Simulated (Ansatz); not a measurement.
Compare A (`C=CCCC(C)C`) with its isomer B (`C1CCCCCC1`).

Program: Ansatz. Geometries: PBE0-D4/def2-TZVP. ΔE: electronic, gas phase. CCSD(T)/CBS is the MP2 limit (def2-TZVPP, def2-QZVPP) plus CCSD(T) − MP2 in def2-TZVPP, frozen cores. DFT in def2-TZVPP. B3LYP here is the variant with VWN-RPA as its local correlation; programs differ in this. One conformer a species, not always the lowest.

Question: Which is lower in electronic energy at CCSD(T)/CBS, and by how much? (Best estimate.)

Answer: Ansatz gave: B, by 57.6 kJ/mol.

Question: Give E(B) − E(A) in kJ/mol with CCSD/def2-TZVPP, ωB97M-V, MP2/def2-TZVPP, CCSD(T)/def2-SVP, PBE-D4, B3LYP, B2PLYP. (Best estimate.)

Answer: The calculation gave: CCSD/def2-TZVPP -59.1, ωB97M-V -62.2, MP2/def2-TZVPP -65.5, CCSD(T)/def2-SVP -66.2, PBE-D4 -62.2, B3LYP -39.7, B2PLYP -48.4. None reverses the order clearly.

Largest T1 diagnostic: 0.009.

From PBE to PBE0 (25 % exact exchange), in def2-TZVPP and without D4, E(B) − E(A) moves by −12.1 kJ/mol. The D4 term adds −10.9 kJ/mol with B3LYP and −5.8 kJ/mol with PBE0; it sums over pairs of atoms, weighted by their polarisabilities, and B3LYP, whose exchange is more repulsive, gets the larger term.
